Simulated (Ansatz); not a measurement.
**BBrClH3NSi+: where a starting geometry ends**

The starting geometry of this gas-phase singlet was optimised with GFN2-xTB; its bonds are those of `ClB/[NH+]=[SiH]\Br`.

```xyz
8

B    -0.9395    2.8929   -0.4725
Br   -1.8353   -0.7348    0.3403
Cl   -0.4775    4.4335   -0.8987
N    -0.2099    1.7785   -1.1059
Si   -0.3581    0.1104   -0.9642
H    -1.7938    2.6449    0.2826
H     0.5098    2.1253   -1.7422
H     0.5301   -0.7217   -1.7324
```

Task: Predict what it relaxes into with r2SCAN-D4/def2-SVP.

Result: It keeps its bonds, and is `ClB/[NH+]=[SiH]\Br`.

The energy falls by 0.10 eV over 9 steps:

```tsv
step	E − E(last) (eV)
1	0.101
2	0.022
3	0.005
4	0.005
5	0.001
6	0.000
7	0.000
8	0.000
9	0.000
```

Final geometry (Å):

```
atom    x (Å)    y (Å)    z (Å)
   B  -0.9333   2.8656  -0.4802
  Br  -1.8369  -0.6802   0.3440
  Cl  -0.5198   4.4930  -0.8580
   N  -0.1783   1.7898  -1.1342
  Si  -0.3715   0.1383  -0.9502
   H  -1.8053   2.5796   0.2886
   H   0.5579   2.0945  -1.7837
   H   0.5129  -0.7518  -1.7193
```

Frequencies at the end are all real (lowest 84 cm⁻¹). Run with Ansatz 0.2.0, 15 s on 2 threads of Intel(R) Xeon(R) 6975P-C (Granite Rapids) (shared host).
